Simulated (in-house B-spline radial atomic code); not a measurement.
Whole-atom quantities along the 28-electron series, configuration [Ar] 3d10. Breit and QED terms are first order and not part of the total energy; the density at the nucleus is averaged over the nuclear charge. Computed with an all-electron radial atomic-structure program (B-spline basis): Dirac-Hartree-Fock, average of the configuration, finite nuclei.

```tsv
ion	Z	E/Z² (Eh)	Σ<r²> (bohr²)	n(0)/Z³ (bohr⁻³)	Lamb diamagnetic shielding (ppm)	repulsion over attraction	Breit energy (eV)	self-energy (eV)	vacuum polarisation (eV)	Dirac less non-relativistic energy (Eh)
In21+	49	-2.3703	2.3648	1.4233	4759.74	0.11121	109.09	84.274	-10.599	-138.67
Sn22+	50	-2.3851	2.2297	1.4626	4881.74	0.10922	116.75	90.499	-11.556	-151.36
Sb23+	51	-2.3995	2.1058	1.5041	5004.5	0.10729	124.78	97.059	-12.581	-164.94
Te24+	52	-2.4137	1.992	1.5455	5128.06	0.10541	133.19	103.97	-13.679	-179.45
I25+	53	-2.4275	1.8871	1.5918	5252.44	0.10358	141.98	111.24	-14.854	-194.93
Xe26+	54	-2.4411	1.7902	1.6384	5377.68	0.1018	151.17	118.89	-16.111	-211.44
Cs27+	55	-2.4545	1.7005	1.6883	5503.81	0.10007	160.76	126.92	-17.455	-229.03
```

Q: With what power of Z does the column «self-energy (eV)» change over this range?

A: A fit of the logarithm of its size against log Z from Z = 49 to 55 has slope 3.54. One-loop self-energy scales as Z⁴F(Zα), with F falling from low Z to about Z = 90.
